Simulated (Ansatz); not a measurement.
Spin states of Sr4 (the lowest singlet isomer of a short search), each relaxed with PBE0/def2-TZVP in Ansatz. Electronic energies in the gas phase.

In the def2 sets Sr takes a core potential; there is no spin–orbit coupling. Correlated methods freeze no core orbitals; core or outer-core shells of Sr are correlated, in sets that lack core-valence functions. HOMO above LUMO, or a gap near zero within one spin, warns that the state may not be the lowest or that an electron is smeared out. The structure comes from a short search, and lower isomers may exist.

Singlet geometry (Td within 0.1 Å):

Cartesian coordinates in Å:
```
Sr -0.655 1.891 -1.586
Sr 2.485 -0.523 -0.280
Sr -1.379 -2.080 -0.546
Sr -0.451 0.711 2.412
```

Triplet geometry (D2d within 0.1 Å):

```
atom    x (Å)    y (Å)    z (Å)
 Sr1  -2.2840   0.7640  -0.6521
 Sr2   0.7175  -1.3973  -1.9389
 Sr3  -0.3377  -0.9496   2.2826
 Sr4   1.9042   1.5829   0.3083
```

Quintet geometry (Cs within 0.1 Å):

```xyz
4

Sr    1.501   -1.880    0.336
Sr   -2.161   -0.723   -0.305
Sr    0.951    0.856   -2.090
Sr   -0.290    1.747    2.060
```

⟨S²⟩: triplet 2.02 at PBE0/def2-TZVP (pure 2.00), quintet 6.06 at PBE0/def2-TZVP (pure 6.00).

Run but left out: HF/STO-3G (singlet: restricted singlet, unstable in another Hartree–Fock run and untested here); PBE-QIDH/def2-TZVP (quintet: ⟨S²⟩ 6.21, where a pure state has 6.00).

Only these spin states were relaxed.

Problem. Estimate which spin state lies lowest at each of these levels, and by how much: PBE/def2-TZVP; r2SCAN/def2-TZVP; B97M-V/def2-TZVP; r2SCANh/def2-TZVP; PBE0/def2-TZVP; ωB97X-V/def2-TZVP; ωB97M-V/def2-TZVP; RPA@PBE/def2-TZVP.

Solution. 
```csv
level,triplet − singlet (kJ/mol),quintet − singlet (kJ/mol),lowest of these,remarks
PBE/def2-TZVP,61.8,147.5,singlet,–
r2SCAN/def2-TZVP,46.8,118.5,singlet,spin-contaminated (⟨S²⟩ 6.15) (quintet)
B97M-V/def2-TZVP,75.3,162.3,singlet,gap within one spin near zero (quintet)
r2SCANh/def2-TZVP,48.4,122.6,singlet,spin-contaminated (⟨S²⟩ 6.15) (quintet)
PBE0/def2-TZVP,63.8,150.2,singlet,–
ωB97X-V/def2-TZVP,82.6,189.0,singlet,–
ωB97M-V/def2-TZVP,103.7,228.1,singlet,–
RPA@PBE/def2-TZVP,112.6,240.4,singlet,–
```

Change of the quintet − singlet gap on mixing in exact exchange, in kJ/mol: PBE to PBE0 (25 % exact exchange) 2.7; r2SCAN to r2SCANh (10 % exact exchange) 4.0.
